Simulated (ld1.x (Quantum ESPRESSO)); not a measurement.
# W: variants of one PAW potential

Base potential:

```json
{
 "Element": "W",
 "Generator": "ld1.x (Quantum ESPRESSO) 7.5",
 "Type": "PAW",
 "Functional": "PBEsol",
 "Relativity": "scalar-relativistic",
 "Frozen core": "[Kr] 4d10 4f14 5s2",
 "Valence charge": "12",
 "Reference configuration": "5p6 5d4 6s1.5 6p0 (charge +0.5)",
 "Partial waves": "6s (bound): rcut 2.80, rcutus 3.15 bohr; 6s channel at 0.45 Ry: rcut 2.80, rcutus 3.15 bohr; 5p (bound): rcut 1.65, rcutus 2.00 bohr; 6p (bound, empty): rcut 1.65, rcutus 2.00 bohr; 5d (bound): rcut 1.70, rcutus 2.30 bohr; 5d channel at -0.2 Ry: rcut 1.70, rcutus 2.30 bohr",
 "Local potential": "all-electron potential smoothed inside 2.20 bohr (lloc = -1)",
 "Core correction": "a·sin(br)/r model core, default radius (ld1.x builds one for every PAW set, though the input has nlcc=.false.)",
 "Augmentation charge": "GAUSS, radius 1.75 bohr"
}
```

All-electron outer shells of the reference configuration (PBEsol, scalar-relativistic, ld1.x):

| shell | level (eV) | outermost node (bohr) | outermost maximum (bohr) |
| --- | --- | --- | --- |
| 5p | -46.84 | 0.57 | 1.09 |
| 4f | -36.84 | – | 0.43 |
| 6s | -8.90 | 1.28 | 2.61 |
| 5d | -8.02 | 0.63 | 1.49 |
| 6p | -3.95 | 1.53 | 3.48 |

Cutoffs, loose and tight: the cutoffs (Ry, on a coarse ladder) from which the occupation-weighted sum of valence levels, in a spherical-Bessel basis at the reference potential, stays within 10 and 1 mRy of its value at 400 Ry. They do not see the model core or the augmentation charge, which bear on the density cutoff. Test errors are all-electron minus pseudo excitation energies from the reference, over the configurations 5p6 5d4 6s2 6p0; 5p6 5d4 6s1 6p0; 5p6 5d4 6s0 6p0; 5p6 5d3 6s0 6p0; 5p6 5d2 6s0 6p0; 5p6 5d4 6s1 6p1; 5p6 5d3 6s2 6p1. A dash means not determined; rows that change the core or the reference have their own tests.

A true bound ghost makes a file unfit for plane-wave use even where its test errors are small: the radial tests pick states by their node count and pass the ghost by.

Cutoffs are not given where the Bessel-basis levels miss the radial ones by over 6 mRy, ghosts where they miss by over 20 mRy; a channel whose overlap is not positive is not tested.

| change | outcome | cutoff, loose | cutoff, tight | bound ghosts | largest test error (meV) |
| --- | --- | --- | --- | --- | --- |
| base | generated | 21 Ry | 35 Ry | s | test run stopped at test 1 of 7 (negative rho) |
| waves 5d (bound): rcut 1.70, rcutus 2.38 bohr; 5d channel at -0.2 Ry: rcut 1.70, rcutus 2.38 bohr | generated | 21 Ry | 35 Ry | s | test run stopped at test 1 of 7 (negative rho) |
| reference 5p6 5d4 6s1 6p0 | generated | 21 Ry | 35 Ry | s | +4385 over the solved tests; test run stopped at test 6 of 7 (negative rho) |

What comes out with this change to the base: local potential all-electron potential smoothed inside 3.66 bohr (lloc = -1)?

outcome: generated; cutoff, loose: 21 Ry; cutoff, tight: 35 Ry; bound ghosts: none; largest test error (meV): test run stopped at test 1 of 7 (negative rho).

What comes out with this change to the base: waves 5p (bound): rcut 1.65, rcutus 2.42 bohr; 6p (bound): rcut 1.65, rcutus 2.42 bohr?

outcome: generated; cutoff, loose: 18 Ry; cutoff, tight: 30 Ry; bound ghosts: s; largest test error (meV): test run stopped at test 1 of 7 (negative rho).

What comes out with this change to the base: core [Kr] 4d10 4f14, valence charge 14; reference 5s2 5p6 5d4 6s1 6p0; waves now 5s (bound): rcut 1.35, rcutus 1.50 bohr; 6s (bound): rcut 1.35, rcutus 1.50 bohr; 5p (bound): rcut 1.75, rcutus 2.00 bohr; 6p (bound): rcut 1.75, rcutus 2.00 bohr; 5d (bound): rcut 1.55, rcutus 2.10 bohr; 5d channel at -0.2 Ry: rcut 1.55, rcutus 2.10 bohr; local potential all-electron potential smoothed inside 1.30 bohr (lloc = -1); core correction Bessel-smoothed model core inside 1.35 bohr; augmentation GAUSS, radius 1.25 bohr?

outcome: generated, overlap not positive; bound ghosts: not determined (overlap not positive); largest test error (meV): -21. A file whose overlap is not positive is unfit for use, and its test errors describe a broken file.
